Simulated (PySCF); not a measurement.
**Fractional electron number in O⁺ (oxygen, charge +1)**

The 2p alpha orbital of [He] 2s2 2p3 is emptied in steps (occupation f), with all orbitals relaxed, ending at [He] 2s2 2p2. Calculation: PySCF 2.14, in def2-TZVP (5s3p2d1f, 31 functions); no relativity, point nucleus. The exact energy is a straight line in f; departures are measured from the line between the end points of the same method.

```
   f  UHF (eV)  LDA (eV)  PBE (eV)  PBE0 (eV)  r2SCAN (eV)  LC-wPBE (eV)  BHandHLYP (eV)  wB97X (eV)  M06-2X (eV)  HSE06 (eV)
   1     0.000     0.000     0.000      0.000        0.000         0.000           0.000       0.000        0.000       0.000
0.75     0.296    -1.729    -1.679     -1.190       -1.526        -0.688          -0.702      -0.704       -0.780      -1.269
 0.5     0.383    -2.322    -2.244     -1.587       -2.015        -0.916          -0.936      -0.931       -1.062      -1.690
0.25     0.279    -1.750    -1.682     -1.186       -1.495        -0.681          -0.700      -0.683       -0.783      -1.262
   0     0.000     0.000     0.000      0.000        0.000         0.000           0.000       0.000        0.000       0.000
```

```tsv
method	E(f=0) − E(f=1) (eV)	−ε at f=1 (eV)	−ε at f=0.5 (eV)
UHF	34.583	36.213	34.538
LDA	35.582	26.437	35.525
PBE	35.279	26.370	35.270
PBE0	35.315	28.981	35.325
r2SCAN	35.485	27.298	35.576
LC-wPBE	35.474	31.825	35.488
BHandHLYP	35.133	31.396	35.138
wB97X	35.146	31.395	35.196
M06-2X	35.113	31.102	35.093
HSE06	35.308	28.553	35.323
```

Orbital energy along the path (eV):

```
   f      UHF      LDA      PBE     PBE0   r2SCAN  LC-wPBE  BHandHLYP    wB97X   M06-2X    HSE06
   1  -36.213  -26.437  -26.370  -28.981  -27.298  -31.825    -31.396  -31.395  -31.102  -28.553
0.75  -35.336  -30.916  -30.775  -32.134  -31.465  -33.632    -33.257  -33.278  -32.930  -31.920
 0.5  -34.538  -35.525  -35.270  -35.325  -35.576  -35.488    -35.138  -35.196  -35.093  -35.323
0.25  -33.806  -40.222  -39.785  -38.505  -39.520  -37.329    -37.012  -37.054  -37.317  -38.707
   0  -33.132  -44.937  -44.195  -41.591  -43.410  -39.029    -38.849  -38.632  -39.148  -41.980
```

Reference removal energy between the ground levels: 35.121 eV (measured; NIST Atomic Spectra Database, ionization energies). The calculation has no spin-orbit coupling. UHF lacks correlation.
